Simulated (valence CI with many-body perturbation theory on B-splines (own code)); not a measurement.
## Lu21+: M1 decay

Method: relativistic CI+MBPT: four valence electrons over a frozen Dirac-Fock core [Kr] 4d10, radial functions for each j: 8 s, 8 p, 9 d, 9 f, 6 g, 3 h, 2 i, with the one-electron correlation potential Σ1 (screened to all orders), the two-electron term Σ2, the three-electron term Σ3, Breit, model QED; selected single and double excitations, second order for the rest (own B-spline code, finite nucleus).

No measured levels were compared; by estimate terms of the open shell hold to a few per cent of their energy, and close levels can change places. Core correlation moves these levels by up to 3200 cm⁻¹, and in measured spectra 5 to 20 % of such shifts remained as error; rates that hang on mixing are uncertain with them. Only levels of the ground parity were solved; by the run's estimate the other parity begins above the list, which can be wrong where configurations are misplaced.

Lines 1 to 50 of 120 in falling wavelength, among levels below 14.016 eV, chosen from the decays that carry over 1 % of a level's rate. Wavelengths and rates use the calculated energies, so an error of 2000 cm⁻¹ moves a line at 3441 nm by 69 % and its rate by three times that or more. S is in atomic units (e²a₀⁴ for E2 and M2, e²a₀⁶ for E3), for M1 in squared Bohr magnetons. Weak lines are less certain than strong ones. Lines between different terms over intervals too small for the method are left out, as are lines whose strength nearly cancels. Where a level lies close to another of its J and parity, the split of strength between their lines is uncertain. Intervals below about 2000 cm⁻¹, as at the head of this list, are uncertain by tens of per cent.

Names give the largest LS component (configuration and term), which can be under half, so a name can repeat, a term be missing and a line seem to break the LS rules; names also repeat where a configuration has a term twice. Letters in brackets count levels of one name in rising energy.

```
λ vac (nm)         Upper         Lower  Type   A (s⁻¹)  S (a.u.)
      5476      4f4 5F_1      4f4 5F_2    M1  3.97e-01  7.25e+00
      3441      4f4 5S_2      4f4 5F_3    M1  2.52e-01  1.90e+00
      2212      4f4 5G_2      4f4 5F_3    M1  7.92e-01  1.59e+00
      2038      4f4 3P_1      4f4 3D_2    M1  2.53e+00  2.38e+00
      1903      4f4 3P_0      4f4 3P_1    M1  3.70e+00  9.45e-01
      1511      4f4 3H_6      4f4 5G_6    M1  2.32e+00  3.85e+00
      1466      4f4 5G_3      4f4 5F_3    M1  8.77e-01  7.18e-01
      1456      4f4 5I_8      4f4 5I_7    M1  1.12e+01  2.18e+01
      1364      4f4 5F_3      4f4 5F_2    M1  1.44e+01  9.50e+00
      1298      4f4 5I_7      4f4 5I_6    M1  2.74e+01  3.33e+01
      1285      4f4 3H_6      4f4 5G_5    M1  1.10e+01  1.13e+01
      1189      4f4 5S_2      4f4 5F_1    M1  3.37e+00  1.05e+00
      1178      4f4 5G_3  4f4 3G_4 [a]    M1  6.47e+00  2.75e+00
      1158      4f4 5G_5  4f4 5F_5 [b]    M1  3.80e+00  2.40e+00
      1147      4f4 5I_6      4f4 5I_5    M1  4.70e+01  3.41e+01
      1095      4f4 5G_5      4f4 5G_4    M1  3.29e+01  1.76e+01
      1087      4f4 5D_0      4f4 3P_1    M1  6.09e+00  2.90e-01
      1074      4f4 5G_4      4f4 5F_4    M1  3.32e+00  1.37e+00
      1055      4f4 5I_5      4f4 5I_4    M1  4.86e+01  2.33e+01
      1020      4f4 5G_6  4f4 5F_5 [b]    M1  1.38e+01  7.06e+00
      1020  4f4 5F_5 [b]      4f4 5F_4    M1  2.66e+01  1.15e+01
     997.2      4f4 5G_2      4f4 5F_1    M1  6.40e+00  1.18e+00
     976.6      4f4 5S_2      4f4 5F_2    M1  4.93e+00  8.52e-01
     975.8      4f4 5F_4      4f4 5F_3    M1  3.10e+01  9.61e+00
     971.3  4f4 5F_5 [b]  4f4 5F_5 [a]    M1  1.34e+01  5.00e+00
     938.2      4f4 3D_3      4f4 3D_2    M1  1.39e+01  2.99e+00
     875.2  4f4 5F_5 [a]  4f4 3G_4 [a]    M1  3.31e+01  9.04e+00
     843.6      4f4 5G_2      4f4 5F_2    M1  1.30e+01  1.44e+00
     839.3      4f4 5F_4  4f4 3G_4 [a]    M1  2.73e+01  5.39e+00
     818.4  4f4 3F_4 [a]  4f4 5F_5 [b]    M1  2.81e+00  5.14e-01
     799.2      4f4 3D_3      4f4 5G_4    M1  3.96e+00  5.24e-01
     784.9      4f4 5G_4      4f4 5G_3    M1  7.44e+01  1.20e+01
     706.5      4f4 5G_3      4f4 5F_2    M1  2.84e+01  2.60e+00
     685.2      4f4 3D_2      4f4 5G_3    M1  1.15e+01  6.84e-01
     672.3  4f4 3G_3 [a]      4f4 5G_3    M1  3.19e+00  2.51e-01
     636.1      4f4 3L_8      4f4 3M_8    M1  1.40e+01  2.28e+00
     592.0      4f4 3D_2      4f4 5G_2    M1  2.32e+01  8.90e-01
     589.5      4f4 3M_9      4f4 3M_8    M1  6.47e+01  9.34e+00
     582.3  4f4 3G_3 [a]      4f4 5G_2    M1  1.07e+02  5.48e+00
     540.3      4f4 3D_2      4f4 5S_2    M1  4.38e+01  1.28e+00
     537.6      4f4 3K_8      4f4 3M_8    M1  1.06e+02  1.04e+01
     532.3  4f4 3G_3 [a]      4f4 5S_2    M1  9.72e+00  3.80e-01
     528.2      4f4 5G_5  4f4 5F_5 [a]    M1  2.39e+01  1.44e+00
     507.4  4f4 3L_7 [b]  4f4 3L_7 [a]    M1  7.29e+01  5.29e+00
     497.6      4f4 5G_6  4f4 5F_5 [a]    M1  5.52e+01  3.28e+00
     496.6      4f4 3L_8  4f4 3L_7 [a]    M1  8.46e+01  6.53e+00
     484.0      4f4 3M_8      4f4 5I_8    M1  8.48e+01  6.06e+00
     471.1      4f4 5G_4  4f4 3G_4 [a]    M1  5.14e+01  1.79e+00
     467.0      4f4 3D_2      4f4 5F_3    M1  8.25e+01  1.56e+00
     461.0  4f4 3G_3 [a]      4f4 5F_3    M1  4.89e+01  1.24e+00
```
